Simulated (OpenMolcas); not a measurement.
Fe2+ (d6) on a cation site of an ionic host was computed by CASSCF with the d shell active (OpenMolcas, ANO-RCC-VDZP on the metal). Its lowest spin-free states, and all those of the highest spin:

| 2S+1 | Degeneracy | E (cm-1) |
| --- | --- | --- |
| 5 | 3 | 0.0 |
| 5 | 2 | 8195 |
| 3 | 3 | 16918 |
| 3 | 3 | 20193 |
| 1 | 1 | 21131 |
| 3 | 3 | 23055 |
| 3 | 3 | 25660 |
| 3 | 2 | 25953 |
| 3 | 3 | 26665 |
| 1 | 3 | 26807 |
| 3 | 3 | 30669 |
| 3 | 1 | 30769 |

**Question.** Is the site octahedral, tetrahedral or cube-like, axial, or of lower symmetry?

**Answer.** The states with 2S+1 = 5 have orbital degeneracies 3, 2. Threefold states need a cubic site. For d6 at this spin an octahedron puts the threefold T2 below the twofold E and a tetrahedron or cube puts the twofold E below the threefold T2, so the site is octahedral. The first gap at this spin, 8200 cm-1, is |10Dq| in ligand-field theory. The run had Fe2+ with its 6 nearest fluoride ions at 2.068 Å, on the Zn site of KZnF3 (a = 4.054 Å, distance in the model lattice 2.027 Å). The rest of the host is ab initio model potentials to 7.6 Å, with orthogonalisation functions on the cations behind the ligands, and point charges beyond; the distance is set by hand and nothing relaxes. Ligand basis ANO-RCC-VDZP.

An orbital triplet at a regular site is open to Jahn-Teller coupling, which can distort the site and quench the lowest spin-orbit gaps and is left out. Without dynamic correlation the repulsion within the d shell is too large (B by tens of per cent), so at a given field states of lower spin stand too high. Ligand-to-metal charge-transfer states are missing. With no ligand orbital active B as a rule stays too high, so bands that hang on it stand too high and its fall with covalency is understated. With metal d orbitals alone and no dynamic correlation 10Dq can be off by a tenth to a fifth, either way, in oxide and fluoride hosts. No measured value stands beside these numbers; the geometry was set by hand and not optimised.
